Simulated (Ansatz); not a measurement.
Consider the isomerisation: `CCOBO` → `CB(O)CO`.

Computed with Ansatz on PBE0-D4/def2-TZVP structures; ΔE is electronic, products minus reactants. CBS: MP2 limit from def2 TZ/QZ plus the TZ coupled-cluster correction, frozen cores. DFT in def2-TZVPP. B3LYP here is the variant with VWN-RPA as its local correlation; programs differ in this. One conformer a species, not always the lowest.

CCSD(T)/CBS gives +1.12 eV.

Q: Another level gave +1.05 eV. Which?
A. B3LYP/def2-TZVPP
B. HF/def2-TZVPP
C. r2SCAN/def2-TZVPP
D. PBE/def2-TZVPP

A: D. PBE 1.05, r2SCAN 1.10, HF/def2-TZVPP 1.30, B3LYP 1.16 eV.

Largest T1 diagnostic among the species: 0.012.

In def2-TZVPP, CCSD(T) changes the Hartree–Fock value by −0.16 eV (the triples alone add −0.01 eV) and MP2 by −0.14 eV.
